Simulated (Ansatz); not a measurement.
The first iterations of a band of C$_{2}$H$_{5}$NOSe (10 atoms, charge 0, multiplicity 1).

All numbers below come from Ansatz, RKS B3LYP/def2-SVP.

- movable images: 2
- climbing image: yes
- spring: 5.0 eV/Å²
- optimiser: quadratic models (default)
- start path: IDPP
- force threshold: 0.05 eV/Å
- iteration limit: 60
- end points: relaxed

First end point:

```xyz
10
Properties=species:S:1:pos:R:3
N -0.027 1.147 1.433
C -0.250 0.606 0.156
O 0.385 -0.723 0.021
C 0.296 -1.394 -1.104
Se -0.526 -0.941 -2.623
H 0.957 1.313 1.633
H -0.434 0.591 2.182
H -1.322 0.464 -0.047
H 0.175 1.239 -0.637
H 0.829 -2.352 -1.010
```

Last end point:

```xyz
10
Properties=species:S:1:pos:R:3
N -0.028 1.146 1.434
C -0.248 0.607 0.155
O 0.388 -0.722 0.020
C 0.296 -1.394 -1.104
Se -0.531 -0.944 -2.621
H -0.437 0.589 2.181
H 0.955 1.312 1.636
H -1.319 0.464 -0.051
H 0.178 1.241 -0.636
H 0.830 -2.351 -1.010
```

| iteration | highest image above the first end (eV) | largest band force component (eV/Å) |
| --- | --- | --- |
| 1 | 0.551 | 2.149 |
| 2 | 0.420 | 0.990 |
| 3 | 0.536 | 1.651 |
| 4 | 0.364 | 0.502 |
| 5 | 0.347 | 0.339 |
| 6 | 0.408 | 0.434 |
| 7 | 0.413 | 0.546 |
| 8 | 0.393 | 0.508 |
| 9 | 0.377 | 0.528 |
| 10 | 0.356 | 0.305 |
| 11 | 0.363 | 0.448 |
| 12 | 0.352 | 0.166 |
| 13 | 0.355 | 0.137 |

Does the band converge within its limit, and where does its top end?

The run converged. It ended after 40 iterations with the highest image 0.354 eV above the first end. The dihedral H6–N1–C2–O3 jumps by 106° between images 1 and 2, so the path isn't resolved there. Another band between the same ends (9 images) ends at a top of the same energy, where a vibrational analysis finds 1 clearly imaginary mode. So few images can step over the top or miss a turn of the path.

Time of the run: 2.3 min on 2 threads of Intel(R) Xeon(R) 6975P-C (Granite Rapids) (shared host), peak memory 0.3 GiB.
